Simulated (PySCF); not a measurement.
Results of a calculation; reference values are marked as such.
# C3H11OSi2

The system: C3H11OSi2, a small molecule (built as: C site whose three back bonds go to OSiH3, CH3, CH2SiH3); neutral, doublet. The structure, one conformer, was relaxed in the gas phase by PBE0-D3(BJ)/def2-SVP. No frequency run checks that it is a minimum.

SMILES: C[C](C[SiH3])O[SiH3]

```xyz
17

C     0.477    0.742   -0.206
O     1.374   -0.279   -0.361
Si    1.381   -1.450   -1.559
C     0.974    1.838    0.665
C    -0.972    0.398   -0.274
Si   -1.575   -0.674    1.187
H     1.294   -0.809   -2.907
H     2.666   -2.178   -1.400
H     0.240   -2.402   -1.404
H     1.032    1.533    1.730
H     0.317    2.718    0.608
H     1.989    2.136    0.363
H    -1.221   -0.143   -1.206
H    -1.576    1.319   -0.283
H    -1.370    0.061    2.473
H    -3.030   -0.988    1.039
H    -0.812   -1.957    1.245
```
Atoms count from 1 in this order.

EPR values by unrestricted B3LYP, IGLO-III on C O Si, pcH-1 on H.

Predict g and the largest hyperfine couplings. Where does the spin sit?

g = 2.0021, 2.0032, 2.0040. The spin sits on C1 (88 %, bonded to 2 C + 1 O) by Mulliken populations.
| atom | isotope | isotropic (MHz) | dipolar, principal values (MHz) |
| --- | --- | --- | --- |
| C1 | 13C | 165.4 | -74.9, -73.3, 148.2 |
| H10 | 1H | 123.8 | -3.7, -2.9, 6.6 |
| Si6 | 29Si | -103.6 | -19.4, 9.4, 10.0 |
| H13 | 1H | 53.9 | -4.7, -4.2, 8.9 |
| H12 | 1H | 40.6 | -5.0, -4.3, 9.3 |
| O2 | 17O | -6.1 | -36.3, 17.5, 18.8 |

How do the isotropic couplings move with BHandHLYP?

C1 165.4 to 204.1 MHz, H10 123.8 to 125.9 MHz, Si6 -103.6 to -100.7 MHz, H13 53.9 to 55.4 MHz.
